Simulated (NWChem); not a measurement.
System meant: WO, triplet; SMILES [O]=[W]

NWChem input:

```
start job
memory heap 200 mb stack 900 mb global 1100 mb
geometry units angstroms noautoz
  W      0.000000     0.000000    -0.140801
  O      0.000000     0.000000     1.509178
end
basis spherical
  * library def2-svp
end
dft
  odft
  mult 3
  xc b3lyp
  iterations 150
  mulliken
end
task dft energy
```

End of the output:

```
          Convergence Information
          -----------------------
          Convergence aids based upon iterative change in
          total energy or number of iterations.
          Levelshifting, if invoked, occurs when the
          HOMO/LUMO gap drops below (HL_TOL):  1.00D-02
          DIIS, if invoked, will attempt to extrapolate
          using up to (NFOCK): 10 stored Fock matrices.

                    Damping( 0%)  Levelshifting(0.5)       DIIS
                  --------------- ------------------- ---------------
          dE  on:    start            ASAP                start
          dE off:    2 iters        150 iters           150 iters

      Screening Tolerance Information
      -------------------------------
          Density screening/tol_rho:  1.00D-10
          AO Gaussian exp screening on grid/accAOfunc:  14
          CD Gaussian exp screening on grid/accCDfunc:  20
          XC Gaussian exp screening on grid/accXCfunc:  20
          Schwarz screening/accCoul:  1.00D-08

      Superposition of Atomic Density Guess
      -------------------------------------

      charge =      74.0 W (Tungsten)

      symmetry species            s     p     d     f
      number of basis functions = 7     6     5     1
      number of cont. functions = 6     3     2     1
      number of closed shells   = 6     4     2     1
      number of open shells     = 0     0     1     0
      open shell occupation     = 0     0     4     0
 ------------------------------------------------------------------------
 atomscf:atomd: error in atom scf                   0
 ------------------------------------------------------------------------
 ------------------------------------------------------------------------
  current input line :
    17: task dft energy
 ------------------------------------------------------------------------
 ------------------------------------------------------------------------
 This error has not yet been assigned to a category
 ------------------------------------------------------------------------
 For more information see the NWChem manual at https://nwchemgit.github.io

0:atomscf:atomd: error in atom scf:Received an Error in Communication
```

Q: Find the fault in this run and fix the input.

A: The program stopped with an error. Cause: the def2 basis of a heavy element holds valence functions alone and wants its effective core potential (without it all electrons must fit into that basis). This input runs:
```
start job
memory heap 200 mb stack 900 mb global 1100 mb
geometry units angstroms noautoz
  W      0.000000     0.000000    -0.140801
  O      0.000000     0.000000     1.509178
end
basis spherical
  W library def2-svp
  O library def2-svp
end
ecp
  W library def2-ecp
end
dft
  odft
  mult 3
  xc b3lyp
  iterations 150
  mulliken
end
task dft energy
```
It converges to -142.20815 Ha (B3LYP/def2-SVP with def2 effective core potentials on W, spin-unrestricted).
